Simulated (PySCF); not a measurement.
Job file and geometry (Å, from GFN2-xTB) of an NMR shielding run on SMILES CB1BSB(N(C)C)C1, C₄H₁₂B₃NS, GIAO PBE0/pcSseg-1 NMR shielding, non-relativistic, gas phase (PySCF 2.14.0, density-fitted response routines); density fitting, a coarse starting grid and PySCF grid level 2 are the driver's defaults:

```
$ OMP_NUM_THREADS=1 python probes_run.py task.json out

{"job": {"kind": "nmr", "xc": "PBE0", "basis": "pcSseg-1"}, "charge": 0, "multiplicity": 1}
C      3.127088     0.252811     0.836102
B      2.024747    -0.627495     0.121963
B      1.555471    -2.181677     0.440030
S     -0.224130    -2.181492     0.510202
B     -0.420112    -0.447969    -0.132508
N     -1.615998     0.231834     0.010523
C     -2.781773    -0.294088     0.691059
C     -1.864258     1.563677    -0.500116
C      0.931016     0.089017    -0.784461
H      2.712057     1.158252     1.278253
H      3.691042    -0.267166     1.607559
H      3.844557     0.590080     0.086487
H      2.084302    -3.199680     0.681164
H     -3.628631    -0.349113     0.001250
H     -3.059088     0.359467     1.523569
H     -2.573444    -1.289099     1.073523
H     -2.078277     2.253202     0.322385
H     -2.729135     1.554004    -1.169777
H     -1.002058     1.926517    -1.050478
H      0.980076    -0.297697    -1.806910
H      1.017628     1.173558    -0.858203
```

Question: Write the output of this run.

Answer: 
```
coarse grid: 17728 points
cycle   1  E = -686.5536000469  dE =  1.014e+00  |g| = 4.845e-01  |ddm| = 4.056e+00
cycle   2  E = -686.5512309978  dE =  2.369e-03  |g| = 5.032e-01  |ddm| = 9.943e-01
cycle   3  E = -686.6190420682  dE = -6.781e-02  |g| = 5.800e-02  |ddm| = 5.492e-01
cycle   4  E = -686.6198349897  dE = -7.929e-04  |g| = 2.847e-02  |ddm| = 1.174e-01
cycle   5  E = -686.6200497484  dE = -2.148e-04  |g| = 5.574e-03  |ddm| = 3.926e-02
cycle   6  E = -686.6200573645  dE = -7.616e-06  |g| = 1.974e-03  |ddm| = 8.537e-03
final grid: 165664 points
cycle   7  E = -686.6682541207  dE = -5.133e-05  |g| = 1.086e-02  |ddm| = 3.749e-02
cycle   8  E = -686.6682365471  dE =  1.757e-05  |g| = 1.354e-02  |ddm| = 2.347e-02
cycle   9  E = -686.6682846394  dE = -4.809e-05  |g| = 1.400e-03  |ddm| = 1.420e-02
cycle  10  E = -686.6682850722  dE = -4.328e-07  |g| = 2.745e-04  |ddm| = 1.250e-03
cycle  11  E = -686.6682850861  dE = -1.394e-08  |g| = 1.001e-04  |ddm| = 3.504e-04
cycle  12  E = -686.6682850887  dE = -2.517e-09  |g| = 3.480e-05  |ddm| = 1.514e-04
cycle  13  E = -686.6682850890  dE = -3.067e-10  |g| = 7.202e-06  |ddm| = 3.761e-05
converged SCF energy = -686.6682850890

GIAO shielding tensors (ppm)
atom      isotropic    diamagn.    paramagn.     s11        s22        s33       span
  0 C      172.933     251.335     -78.402    150.329    181.470    186.999     36.671
  1 B        6.688     193.814    -187.126    -57.047    -38.174    115.285    172.332
  2 B       16.257     198.292    -182.036    -62.741    -18.871    130.382    193.123
  3 S      295.411    1061.501    -766.090    -65.914    232.663    719.485    785.399
  4 B       59.880     198.678    -138.797     33.189     58.026     88.426     55.238
  5 N      149.987     324.937    -174.951     45.545    187.923    216.492    170.947
  6 C      143.260     244.648    -101.388    122.764    124.047    182.970     60.205
  7 C      143.115     246.865    -103.750    121.605    124.718    183.022     61.416
  8 C      149.034     258.142    -109.108    124.980    158.323    163.799     38.819
  9 H       30.738      32.201      -1.463     26.716     30.455     35.043      8.327
 10 H       30.216      29.167       1.048     26.286     28.132     36.228      9.942
 11 H       30.718      28.861       1.857     26.254     29.698     36.201      9.947
 12 H       23.013      30.885      -7.872     16.359     25.320     27.361     11.003
 13 H       28.973      28.167       0.807     25.328     26.271     35.321      9.993
 14 H       28.987      28.897       0.090     25.200     26.488     35.273     10.072
 15 H       27.501      30.178      -2.677     21.316     29.694     31.492     10.176
 16 H       28.888      30.332      -1.444     25.480     26.076     35.106      9.626
 17 H       28.907      29.391      -0.484     24.938     26.641     35.142     10.204
 18 H       27.989      32.181      -4.192     22.583     29.348     32.034      9.451
 19 H       30.082      32.931      -2.848     26.885     28.062     35.300      8.416
 20 H       30.078      36.138      -6.060     26.356     31.097     32.780      6.424
```

Size and cost of the density-fitted run: 220 basis functions, 100 s wall time on 1 thread of an Arm Neoverse N1, shared host; peak memory 0.93 GiB.
